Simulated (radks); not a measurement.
Results of a calculation; reference values are marked as such.
Ti XVII, 6 electrons, occupied as [He] 2s2 2p2.

Level of theory: scalar-relativistic Kohn-Sham, BLYP, spin-unpolarised, spherical densities, finite nucleus; Fermi nuclear charge, rms radius 3.5921 fm (a radial shooting solver on a logarithmic mesh with Libxc functionals).

Energy parts (hartree):
total: -661.17940
kinetic: 668.31298
electron-nucleus: -1395.61020
Hartree: 88.97698
exchange-correlation: -22.85916

Orbitals (lengths in bohr, moments of r in powers of bohr; <r^-3> diverges for s and p1/2; r(max) is where P^2 peaks):
1s: occ. 2; eigenvalue (hartree) -207.3334; r(max) 0.04548
2s: occ. 2; eigenvalue (hartree) -42.19827; r(max) 0.2555
2p: occ. 2; eigenvalue (hartree) -39.76013; <r^-3> 328.6; r(max) 0.2038
3s: occ. 0; eigenvalue (hartree) -17.24626; r(max) 0.6931
3p: occ. 0; eigenvalue (hartree) -16.46043; <r^-3> 80.60; r(max) 0.6630

The highest occupied level is 2p at -1081.9 eV. Summed over all electrons, <r^2> = 0.3862 bohr^2, which gives a Langevin (diamagnetic) susceptibility term of -0.306 x 10^-6 cm^3/mol.
